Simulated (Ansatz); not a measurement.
Consider the ligand exchange at a Ge–Se bond: `[OH][GeH2][SeH]` + `N[SiH](O)Cl` → `[OH][GeH2][NH][SiH](O)Cl` + H₂Se.

Computed with Ansatz on PBE0-D4/def2-TZVP structures; ΔE is electronic, products minus reactants. CBS: MP2 limit from def2 TZ/QZ plus the TZ coupled-cluster correction, frozen cores. DFT in def2-TZVPP. B3LYP here is the variant with VWN-RPA as its local correlation; programs differ in this. For Ge, Se outer-core shells are correlated without core-valence functions, which leaves a few kJ/mol of doubt a bond. Scalar relativity is left out up to krypton. One conformer a species, not always the lowest.

```json
{"level": "PBE-D4", "ΔE (kcal/mol)": "9.1", "difference from CCSD(T)/CBS": "2.2"}
{"level": "r2SCAN-D4", "ΔE (kcal/mol)": "8.4", "difference from CCSD(T)/CBS": "1.5"}
{"level": "PBE0-D4", "ΔE (kcal/mol)": "8.8", "difference from CCSD(T)/CBS": "1.9"}
{"level": "B3LYP-D4", "ΔE (kcal/mol)": "7.5", "difference from CCSD(T)/CBS": "0.6"}
{"level": "ωB97X-V", "ΔE (kcal/mol)": "7.0", "difference from CCSD(T)/CBS": "0.1"}
{"level": "ωB97M-V", "ΔE (kcal/mol)": "7.2", "difference from CCSD(T)/CBS": "0.3"}
{"level": "B2PLYP", "ΔE (kcal/mol)": "8.1", "difference from CCSD(T)/CBS": "1.2"}
{"level": "PBE", "ΔE (kcal/mol)": "10.4", "difference from CCSD(T)/CBS": "3.5"}
{"level": "r2SCAN", "ΔE (kcal/mol)": "8.8", "difference from CCSD(T)/CBS": "1.9"}
{"level": "PBE0", "ΔE (kcal/mol)": "10.0", "difference from CCSD(T)/CBS": "3.1"}
{"level": "B3LYP", "ΔE (kcal/mol)": "9.6", "difference from CCSD(T)/CBS": "2.7"}
{"level": "HF/def2-TZVPP", "ΔE (kcal/mol)": "8.9", "difference from CCSD(T)/CBS": "2.0"}
{"level": "MP2/def2-TZVPP", "ΔE (kcal/mol)": "6.6", "difference from CCSD(T)/CBS": "-0.3"}
{"level": "SCS-MP2/def2-TZVPP", "ΔE (kcal/mol)": "6.4", "difference from CCSD(T)/CBS": "-0.5"}
{"level": "CCSD/def2-TZVPP", "ΔE (kcal/mol)": "6.2", "difference from CCSD(T)/CBS": "-0.7"}
{"level": "CCSD(T)/def2-TZVPP", "ΔE (kcal/mol)": "5.8", "difference from CCSD(T)/CBS": "-1.1"}
{"level": "HF/def2-QZVPP", "ΔE (kcal/mol)": "8.9", "difference from CCSD(T)/CBS": "2.0"}
{"level": "MP2/def2-QZVPP", "ΔE (kcal/mol)": "7.2", "difference from CCSD(T)/CBS": "0.3"}
{"level": "SCS-MP2/def2-QZVPP", "ΔE (kcal/mol)": "6.9", "difference from CCSD(T)/CBS": "0.0"}
{"level": "HF/CBS(def2)", "ΔE (kcal/mol)": "8.9", "difference from CCSD(T)/CBS": "2.0"}
{"level": "MP2/CBS(def2)", "ΔE (kcal/mol)": "7.6", "difference from CCSD(T)/CBS": "0.7"}
{"level": "CCSD/CBS(def2)", "ΔE (kcal/mol)": "7.3", "difference from CCSD(T)/CBS": "0.4"}
{"level": "CCSD(T)/CBS", "ΔE (kcal/mol)": "6.9", "difference from CCSD(T)/CBS": "0"}
```

Largest T1 diagnostic among the species: 0.011.

The D4 term adds −2.1 kcal/mol with B3LYP and −1.2 kcal/mol with PBE0; it sums over pairs of atoms, weighted by their polarisabilities, and B3LYP, whose exchange is more repulsive, gets the larger term. In def2-TZVPP, CCSD(T) changes the Hartree–Fock value by −3.1 kcal/mol (the triples alone add −0.4 kcal/mol) and MP2 by −2.3 kcal/mol.
